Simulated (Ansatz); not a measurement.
A nudged elastic band was laid between two geometries of CH5FSi2 (9 atoms, charge 0, multiplicity 1).

All numbers below come from RKS PBE0/def2-SVP (Ansatz).

```json
{"movable images": "7", "climbing image": "yes", "spring": "5.0 eV/Å²", "optimiser": "quadratic models (default)", "start path": "IDPP", "force threshold": "0.03 eV/Å", "iteration limit": "35", "end points": "relaxed"}
```

Image 0:

```xyz
9
Properties=species:S:1:pos:R:3
C 0.022 1.234 -0.967
Si 0.504 -0.351 -0.115
F 2.107 -0.535 -0.337
Si -0.479 -1.199 1.663
H 0.189 1.147 -2.053
H 0.636 2.071 -0.598
H -1.040 1.460 -0.790
H -0.002 -2.600 1.898
H -1.937 -1.227 1.300
```

Image 8:

```xyz
9
Properties=species:S:1:pos:R:3
C -0.182 1.049 -1.152
Si 0.315 -0.489 -0.225
F 1.569 -1.141 -1.038
Si 0.111 -0.802 1.944
H 0.685 1.716 -1.282
H -0.972 1.587 -0.608
H -0.559 0.786 -2.153
H 0.358 -2.240 2.283
H -1.325 -0.466 2.231
```

What changes between the two ends?

No bond is made or broken. The dihedral H6–C1–Si2–Si4 goes from 95 to -25°. The two ends are copies of one structure, up to a mirror image or an exchange of like atoms.

Give the energies along the band, and the barrier.

The run converged. The highest image is number 4 of 0 to 8, 1.0 kcal/mol above the ends, which have the same energy within 2 meV. A vibrational analysis at the climbing image gives one clearly imaginary mode, 129i cm⁻¹: a first-order saddle point.

| image | path coordinate (Å) | energy (kcal/mol) | dihedral H6–C1–Si2–Si4 (°) |
| --- | --- | --- | --- |
| 0 | 0.00 | 0.0 | 95 |
| 1 | 0.40 | 0.2 | 80 |
| 2 | 0.80 | 0.5 | 65 |
| 3 | 1.21 | 0.8 | 50 |
| 4 | 1.61 | 1.0 | 36 |
| 5 | 2.02 | 0.8 | 20 |
| 6 | 2.44 | 0.5 | 5 |
| 7 | 2.85 | 0.1 | -10 |
| 8 | 3.27 | 0.0 | -25 |

What is the geometry of the highest image?


```xyz
9
Properties=species:S:1:pos:R:3
C -0.120 1.108 -1.117
Si 0.378 -0.442 -0.198
F 1.769 -0.963 -0.869
Si -0.062 -0.919 1.907
H 0.566 1.277 -1.960
H -0.083 1.981 -0.447
H -1.147 1.024 -1.504
H 0.241 -2.365 2.161
H -1.543 -0.702 2.029
```

What are the harmonic wavenumbers there?

129i, 137, 189, 242, 284, 350, 466, 531, 724, 732, 782, 900, 920, 1249, 1415, 1418, 2183, 2213, 3063, 3169, 3182 cm⁻¹.

The band took 4 iterations and of the order of 4 core-minutes.

Time of the run: 4 min on 1 thread of Intel(R) Xeon(R) Processor @ 2.50GHz (Skylake/Cascade Lake), with other jobs on the host, peak memory 0.18 GiB.
